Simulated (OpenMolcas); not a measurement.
# A ladder of methods for GeSiH5Cl (SMILES Cl[SiH2][GeH3])

The species is GeSiH5Cl (8 atoms), meant as a singlet with charge 0. SMILES: `Cl[SiH2][GeH3]`. The shape is that of a PBE0-D4/def2-TZVP optimisation.

Each level gives the HOMO–LUMO gap (eV). The values are calculated.

```csv
level,kind,program,value (eV),CPU time
HF/cc-pVDZ,Hartree–Fock,OpenMolcas,13.88,13 s
PBE/cc-pVDZ,GGA,OpenMolcas,5.81,49 s
revPBE/cc-pVDZ,GGA,OpenMolcas,5.88,49 s
TPSS/cc-pVDZ,meta-GGA,OpenMolcas,6.14,61 s
r2SCAN/cc-pVDZ,meta-GGA,OpenMolcas,6.40,59 s
M06-2X/cc-pVDZ,hybrid meta-GGA,OpenMolcas,9.65,58 s
PBE0/cc-pVDZ,global hybrid,OpenMolcas,7.84,45 s
B2PLYP/cc-pVDZ,double hybrid,OpenMolcas,10.11,30 s
```

All-electron rows without a relativistic Hamiltonian named are non-relativistic. The values span 5.81 to 13.88 eV. Orbital gaps aren't excitation energies, and those of double hybrids come from the SCF part alone; they tend to grow with the share of exact exchange. CPU times are rough (shared hosts, several kinds of processor and program).
